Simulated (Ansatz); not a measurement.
`[Cl][GeH2][Cl]` + `CN[SiH2]Cl` → `C[N]([SiH2]Cl)[GeH2][Cl]` + HCl  (ligand exchange at a Ge–Cl bond)

Isolated molecules relaxed with PBE0-D4/def2-TZVP in Ansatz; ΔE leaves out vibrations. CBS: MP2 limit from def2 TZ/QZ plus the TZ coupled-cluster correction, frozen cores. This one scheme is used for every species. Functionals use def2-TZVPP. B3LYP here is the variant with VWN-RPA as its local correlation; programs differ in this. For Ge outer-core shells are correlated without core-valence functions, which leaves a few kJ/mol of doubt a bond. Scalar relativity is left out up to krypton. Each species was taken in one conformer, which may not be the lowest.

```csv
level,ΔE (kJ/mol),difference from CCSD(T)/CBS
B3LYP-D4,53.4,8.4
ωB97X-V,53.8,8.8
PBE,64.1,19.1
r2SCAN,59.7,14.7
B3LYP,67.2,22.2
HF/def2-TZVPP,71.0,26.0
MP2/def2-TZVPP,41.2,-3.8
SCS-MP2/def2-TZVPP,44.7,-0.3
CCSD/def2-TZVPP,45.6,0.6
CCSD(T)/def2-TZVPP,42.1,-2.9
HF/def2-QZVPP,71.2,26.2
MP2/def2-QZVPP,42.9,-2.1
SCS-MP2/def2-QZVPP,46.8,1.8
HF/CBS(def2),71.3,26.3
MP2/CBS(def2),44.1,-0.9
CCSD/CBS(def2),48.5,3.5
CCSD(T)/CBS,45.0,0
```

Largest T1 diagnostic among the species: 0.011.

In def2-TZVPP, CCSD(T) changes the Hartree–Fock value by −28.9 kJ/mol (the triples alone add −3.5 kJ/mol) and MP2 by −29.8 kJ/mol. The D4 term adds −13.8 kJ/mol with B3LYP and −8.1 kJ/mol with PBE0; it sums over pairs of atoms, weighted by their polarisabilities, and B3LYP, whose exchange is more repulsive, gets the larger term.
